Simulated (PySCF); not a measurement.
Nuclear quadrupole coupling in `FB(F)[SiH2]B(Cl)Cl`

Compound: B₂Cl₂F₂H₂Si.
Z-matrix (Å and degrees, PBE0-D3(BJ)/def2-SVP geometry), rows numbered from 1:
```
F 
B   1  1.3185
F   2  1.3193  1  116.66
Si  2  2.0350  1  121.78  3   177.16
B   4  2.0221  2  104.28  1   -89.80
Cl  5  1.7476  4  120.46  2    88.88
Cl  5  1.7478  4  120.66  2   -86.87
H   4  1.4940  2  110.06  1    29.26
H   4  1.4941  2  109.98  1   151.33
```

Field gradients from the PBE0/pcSseg-1 density (PySCF, non-relativistic), principal values in atomic units, ordered |Vxx| ≤ |Vyy| ≤ |Vzz|:

| atom | Vxx | Vyy | Vzz |
| --- | --- | --- | --- |
| B2 | -0.0975 | -0.2637 | 0.3612 |
| B5 | -0.0762 | -0.2811 | 0.3573 |
| Cl6 | -0.2609 | -1.8280 | 2.0889 |
| Cl7 | -0.2662 | -1.8259 | 2.0921 |

Q: Find the asymmetry η = (Vxx − Vyy)/Vzz and the couplings χ = eQV/h (234.96 MHz × Q in barn × V in au), with Q(11B) = 0.04059 b, Q(35Cl) = −0.0817 b.

A: 
| atom | environment | nucleus | η | χzz (MHz) | χxx (MHz) | χyy (MHz) |
| --- | --- | --- | --- | --- | --- | --- |
| B2 | three-coordinate boron | 11B | 0.46 | 3.445 | -0.930 | -2.515 |
| B5 | three-coordinate boron | 11B | 0.57 | 3.408 | -0.727 | -2.681 |
| Cl6 | chlorine bonded to B | 35Cl | 0.75 | -40.10 | 5.01 | 35.09 |
| Cl7 | chlorine bonded to B | 35Cl | 0.75 | -40.16 | 5.11 | 35.05 |

Q: What is Vzz at Cl6 in SI units (1 au = 9.71736 × 10²¹ V/m²)?

A: 2.0889 au = 20.299 × 10²¹ V/m².

Q: And the gradient at the other heavy atoms, for which no coupling is worked out here?

A: 
```
atom           environment  Vzz (au)     η
  F1  boron-bound fluorine     1.299  0.87
  F3  boron-bound fluorine     1.301  0.87
 Si4          SiH2 silicon    -0.043  0.33
```

Isolated species at its PBE0-D3(BJ)/def2-SVP geometry (one conformer only). These gradients aren't converged with respect to the basis.
